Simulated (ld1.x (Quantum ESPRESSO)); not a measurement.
What one change does to a pseudopotential (Tm (Z = 69), PAW)

- Element: thulium (Tm)
- Generator: ld1.x (Quantum ESPRESSO) 7.5
- Type: PAW
- Functional: LDA (PZ)
- Relativity: scalar-relativistic
- Frozen core: [Kr] 4d10 4f12
- Valence charge: 11
- Reference configuration: 5s2 5p6 5d1 6s1.5 6p0.5
- Partial waves: 5s (bound): rcut 1.55, rcutus 1.60 bohr; 6s (bound): rcut 1.55, rcutus 1.60 bohr; 5p (bound): rcut 2.30, rcutus 3.00 bohr; 6p (bound): rcut 2.30, rcutus 3.00 bohr; 5d (bound): rcut 1.95, rcutus 2.70 bohr; 5d channel at 1.2 Ry: rcut 1.95, rcutus 2.70 bohr; 5f channel at 0.45 Ry: rcut 2.30, rcutus 2.40 bohr; 5f channel at 1.15 Ry: rcut 2.30, rcutus 2.40 bohr
- Local potential: all-electron potential smoothed inside 2.95 bohr (lloc = -1)
- Core correction: Bessel-smoothed model core inside 0.70 bohr
- Augmentation charge: PSQ, inside the norm-conserving radii

All-electron outer shells of the reference configuration (LDA (PZ), scalar-relativistic, ld1.x):

```json
{"shell": "4d", "level (eV)": "-179.53", "outermost node (bohr)": "0.24", "outermost maximum (bohr)": "0.50"}
{"shell": "5s", "level (eV)": "-58.53", "outermost node (bohr)": "0.59", "outermost maximum (bohr)": "1.08"}
{"shell": "5p", "level (eV)": "-31.23", "outermost node (bohr)": "0.63", "outermost maximum (bohr)": "1.24"}
{"shell": "4f", "level (eV)": "-10.49", "outermost node (bohr)": "–", "outermost maximum (bohr)": "0.49"}
{"shell": "6s", "level (eV)": "-5.09", "outermost node (bohr)": "1.46", "outermost maximum (bohr)": "3.09"}
{"shell": "5d", "level (eV)": "-2.72", "outermost node (bohr)": "0.71", "outermost maximum (bohr)": "1.87"}
{"shell": "6p", "level (eV)": "-1.74", "outermost node (bohr)": "1.78", "outermost maximum (bohr)": "4.28"}
```

Change: local potential all-electron potential smoothed inside 2.10 bohr (lloc = -1).

Cutoffs: the cutoffs (Ry, on a coarse ladder) from which the occupation-weighted sum of valence levels, in a spherical-Bessel basis at the reference potential, stays within 10 and 1 mRy of its value at 400 Ry; they do not see the model core or the augmentation charge, which bear on the density cutoff. Errors are all-electron minus pseudo energies relative to the spin-unpolarised reference configuration. Spin-polarised tests are left out, since the open f shell is frozen unpolarised in the core.

Task: What does the change do?

Result: Both files keep a bound ghost (f); of the 7 tests that both files solve, the error grows in 2 and shrinks in 3 by more than 15 % and 0.3 meV (median size 10.1 → 2.8 meV); the range in which the d phases agree narrows (upper end at the end of the scan → 0.1).

```csv
quantity,base,changed
"cutoffs, loose and tight","18 Ry, 25 Ry",not determined
bound ghosts,f,"f (d not tested, overlap not positive)"
"error for 5s2 5p6 5d1 6s2 6p0, meV [ΔE -1.65 eV]",+0.3,+1.4
"error for 5s2 5p6 5d1 6s1 6p0, meV [ΔE 5.72 eV]",-3.1,+0.9
"error for 5s2 5p6 5d1 6s0 6p0, meV [ΔE 18.94 eV]",-22,+26
"error for 5s2 5p6 5d1 6s1.5 6p0, meV [ΔE 1.34 eV]",-0.5,-0.6
"error for 5s2 5p6 5d0 6s0 6p0, meV [ΔE 39.14 eV]",-171,-170
"error for 5s2 5p5 5d1 6s2 6p0, meV [ΔE 34.22 eV]",-246,-110
"error for 5s2 5p6 5d2 6s0 6p0, meV [ΔE 7.83 eV]",-10,+2.8
s: phases at 3.27 bohr within 0.05 rad from the reference energy up to (Ry; the scan ends near 5),3.1,3.4
p: phases at 3.27 bohr within 0.05 rad from the reference energy up to (Ry; the scan ends near 5),3.0,2.2
d: phases at 3.27 bohr within 0.05 rad from the reference energy up to (Ry; the scan ends near 5),to the end of the scan,0.1
f: phases at 3.27 bohr within 0.05 rad from the reference energy up to (Ry; the scan ends near 5),n/a,n/a
lowest overlap eigenvalue by channel,"s 0.41, p 0.81, d 0.40, f 0.98","s 0.26, p 0.71, d -1.97, f 0.98"
```

Changed file: the overlap operator is not positive definite in a basis up to 400 Ry (lowest eigenvalue d -1.97), so the file is unfit for use: the generalised eigenproblem breaks down once the basis is large enough, and its test numbers describe a broken file. A true bound ghost makes a file unfit for plane-wave use even where its test errors are small: the radial tests pick states by their node count and pass the ghost by.
